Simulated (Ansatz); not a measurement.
Zn8Te7Cl2⁻. Charge -1, multiplicity 2. Geometry PBE-D4/def2-SVP, that of the neutral singlet; atoms count from 1.

Cartesian coordinates in Å:
```
Te 0.999 1.739 -4.613
Te 2.998 -1.210 -2.127
Te -1.456 -1.138 -2.276
Te -2.367 0.615 1.923
Te 0.884 2.045 -0.070
Te -1.381 -3.046 4.626
Te 1.996 0.551 4.156
Zn -1.099 1.361 -3.187
Zn 0.867 -0.722 -3.549
Zn -1.392 -1.736 2.465
Zn 2.156 1.281 -2.242
Zn 0.821 -0.685 -0.648
Zn -1.583 1.029 -0.501
Zn 0.252 0.833 2.361
Zn 0.428 -1.324 4.649
Cl -2.619 2.612 -2.019
Cl 0.497 -2.204 1.050
```

In the def2 sets Te takes a core potential; there is no spin–orbit coupling. Single mean-field runs in def2-SVP are fitted with def2-universal-jkfit.

Estimate the Mulliken populations from the PBE0/def2-SVP orbitals of Ansatz.


| atom | charge (e) | spin (α − β) | d electrons |
| --- | --- | --- | --- |
| Te1 | -0.34 | -0.06 | – |
| Te2 | -0.34 | -0.03 | – |
| Te3 | -0.40 | -0.02 | – |
| Te4 | -0.40 | 0.04 | – |
| Te5 | -0.41 | -0.02 | – |
| Te6 | -0.47 | 0.00 | – |
| Te7 | -0.44 | 0.00 | – |
| Zn8 | 0.40 | 0.03 | 9.96 |
| Zn9 | 0.07 | 0.50 | 9.94 |
| Zn10 | 0.41 | 0.01 | 9.95 |
| Zn11 | 0.13 | 0.44 | 9.94 |
| Zn12 | 0.41 | 0.01 | 9.96 |
| Zn13 | 0.36 | 0.07 | 9.95 |
| Zn14 | 0.37 | 0.02 | 9.95 |
| Zn15 | 0.34 | 0.00 | 9.94 |
| Cl16 | -0.34 | 0.00 | – |
| Cl17 | -0.34 | 0.00 | – |
Mulliken values depend strongly on the basis.

Where does the spin sit?

Summed by element: Te -0.09, Zn 1.09, Cl 0.00, of 1 unpaired in all. Largest on single atoms: Zn9 0.50, Zn11 0.44, Zn13 0.07.

And the Mayer bond orders between heavy atoms (over 0.3)?

Te1–Zn8 0.85 (2.56 Å); Te1–Zn9 0.57 (2.68 Å); Te1–Zn11 0.62 (2.68 Å); Te2–Zn9 0.70 (2.61 Å); Te2–Zn11 0.70 (2.63 Å); Te2–Zn12 0.64 (2.68 Å); Te3–Zn8 0.61 (2.68 Å); Te3–Zn9 0.50 (2.68 Å); Te3–Zn12 0.43 (2.84 Å); Te3–Zn13 0.48 (2.80 Å); Te4–Zn10 0.76 (2.60 Å); Te4–Zn13 0.68 (2.58 Å); Te4–Zn14 0.68 (2.66 Å); Te5–Zn11 0.52 (2.63 Å); Te5–Zn12 0.50 (2.79 Å); Te5–Zn13 0.56 (2.70 Å); Te5–Zn14 0.46 (2.79 Å); Te6–Zn10 0.89 (2.53 Å); Te6–Zn15 1.00 (2.50 Å); Te7–Zn14 0.91 (2.52 Å); Te7–Zn15 1.03 (2.49 Å); Zn8–Cl16 0.58 (2.29 Å); Zn9–Zn11 0.36 (2.72 Å); Zn10–Cl17 0.44 (2.41 Å); Zn12–Cl17 0.50 (2.30 Å); Zn13–Cl16 0.42 (2.43 Å).
